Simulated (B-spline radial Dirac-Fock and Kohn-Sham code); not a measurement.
These are calculated numbers from a radial finite-basis atomic code; the model is Dirac-Fock ΔSCF + Breit + QED. Free neutral atoms.

Problem. Order these X-ray lines by photon energy, lowest first.
A. Pd Lα1
B. Pd Lβ2
C. In Lγ1
D. Bi Mγ
E. I Lℓ
F. Re Mα2

Solution. F (1842.5 eV), D (2739.2 eV), A (2839.6 eV), B (3173.2 eV), E (3482.5 eV), C (3922.9 eV).
